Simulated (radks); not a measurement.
Fractional charge and spin in the 5p shell of holmium: the spin-up occupation runs from 2 to 3 and the spin-down occupation from 2 to 3; the fullest corner is Ho+, [Kr] 4d10 4f(up 5.5, down 5.5) 5s2 6s(up 0.5, down 0.5) 5p(up 3, down 3). All-electron calculation, scalar-relativistic Kohn-Sham, BLYP, spin-polarised, spherical densities, finite nucleus; Fermi nuclear charge, rms radius of each element as measured or else 0.836 A^(1/3) + 0.57 fm. Program: a radial shooting solver on a logarithmic mesh with Libxc functionals. Energy (eV) above the fullest corner. The planes named below are the two flat planes that join the four corners, with an edge along up + down = one added electron.

down \ up,2,2.5,3
2,89.524,62.186,38.098
2.5,62.186,38.303,17.552
3,38.098,17.552,0.000

Corners above the fullest one (they belong to Ho2+ and the next ion): (up 3, down 2) 38.098 eV, (up 2, down 3) 38.098 eV, (up 2, down 2) 89.524 eV. With half an added electron in each spin the energy lies 0.206 eV from the planes, and with half an added electron in spin up alone -1.625 eV. The planes are only a guide here: the flat-plane condition holds for ground states with one frontier orbital, while this shell lies below other occupied shells, so the corners above the fullest one are inner-hole states and not the ground states of those ions.
